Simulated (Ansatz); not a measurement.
`c1cc2ncc3ccc4nccc(c2c1)c34` with charge +1. Total charge 1; doublet. Geometry PBE0-D4/def2-SVP, that of the neutral singlet; atoms count from 1.

```tsv
atom	x (Å)	y (Å)	z (Å)
C1	-1.225	-1.269	-3.222
C2	-0.689	-2.267	-2.463
C3	-0.232	-1.693	-1.218
N4	0.323	-2.438	-0.312
C5	0.801	-2.062	0.896
C6	0.827	-0.817	1.473
C7	1.376	-0.520	2.803
C8	1.244	0.801	3.066
C9	0.596	1.437	1.911
N10	0.289	2.706	1.770
C11	-0.305	3.031	0.601
C12	-0.595	2.136	-0.411
C13	-0.269	0.759	-0.272
C14	-0.547	-0.213	-1.292
C15	-1.140	-0.012	-2.509
C16	0.345	0.427	0.937
H17	-1.657	-1.380	-4.218
H18	-0.594	-3.325	-2.698
H19	1.225	-2.888	1.480
H20	1.817	-1.276	3.454
H21	1.550	1.337	3.963
H22	-0.564	4.088	0.475
H23	-1.078	2.499	-1.319
H24	-1.498	0.940	-2.899
```

(1) Estimate the Mulliken populations from the PBE0/def2-SVP orbitals of Ansatz.

(2) Where does the spin sit?

(3) And the Mayer bond orders between bonded heavy atoms (over 0.3)?

Answers

(1) 
```json
{"atom": "C1", "charge (e)": "0.02", "spin (α − β)": "-0.17"}
{"atom": "C2", "charge (e)": "0.11", "spin (α − β)": "0.46"}
{"atom": "C3", "charge (e)": "0.00", "spin (α − β)": "0.04"}
{"atom": "N4", "charge (e)": "-0.07", "spin (α − β)": "-0.05"}
{"atom": "C5", "charge (e)": "0.09", "spin (α − β)": "0.14"}
{"atom": "C6", "charge (e)": "0.00", "spin (α − β)": "-0.07"}
{"atom": "C7", "charge (e)": "0.02", "spin (α − β)": "-0.02"}
{"atom": "C8", "charge (e)": "0.08", "spin (α − β)": "0.01"}
{"atom": "C9", "charge (e)": "-0.02", "spin (α − β)": "-0.08"}
{"atom": "N10", "charge (e)": "-0.08", "spin (α − β)": "0.13"}
{"atom": "C11", "charge (e)": "0.11", "spin (α − β)": "-0.08"}
{"atom": "C12", "charge (e)": "-0.05", "spin (α − β)": "0.12"}
{"atom": "C13", "charge (e)": "0.13", "spin (α − β)": "-0.02"}
{"atom": "C14", "charge (e)": "0.02", "spin (α − β)": "0.13"}
{"atom": "C15", "charge (e)": "0.02", "spin (α − β)": "0.41"}
{"atom": "C16", "charge (e)": "-0.02", "spin (α − β)": "0.10"}
{"atom": "H17", "charge (e)": "0.09", "spin (α − β)": "0.00"}
{"atom": "H18", "charge (e)": "0.09", "spin (α − β)": "-0.02"}
{"atom": "H19", "charge (e)": "0.08", "spin (α − β)": "-0.01"}
{"atom": "H20", "charge (e)": "0.07", "spin (α − β)": "0.00"}
{"atom": "H21", "charge (e)": "0.07", "spin (α − β)": "0.00"}
{"atom": "H22", "charge (e)": "0.09", "spin (α − β)": "0.00"}
{"atom": "H23", "charge (e)": "0.06", "spin (α − β)": "-0.01"}
{"atom": "H24", "charge (e)": "0.09", "spin (α − β)": "-0.02"}
```
Mulliken values and Mayer orders depend strongly on the basis.

(2) Summed by element: C 0.97, N 0.07, H -0.04, of 1 unpaired in all. Largest on single atoms: C2 0.46, C15 0.41, C1 -0.17.

(3) C1–C2 1.40 (1.36 Å); C1–C15 1.23 (1.45 Å); C2–C3 1.08 (1.44 Å); C3–N4 1.69 (1.30 Å); C3–C14 1.03 (1.52 Å); N4–C5 1.36 (1.35 Å); C5–C6 1.43 (1.37 Å); C6–C7 1.06 (1.47 Å); C6–C16 1.14 (1.44 Å); C7–C8 1.64 (1.35 Å); C8–C9 1.05 (1.47 Å); C9–N10 1.61 (1.31 Å); C9–C16 1.19 (1.43 Å); N10–C11 1.36 (1.35 Å); C11–C12 1.51 (1.38 Å); C12–C13 1.22 (1.42 Å); C13–C14 1.23 (1.44 Å); C13–C16 1.32 (1.40 Å); C14–C15 1.30 (1.37 Å).
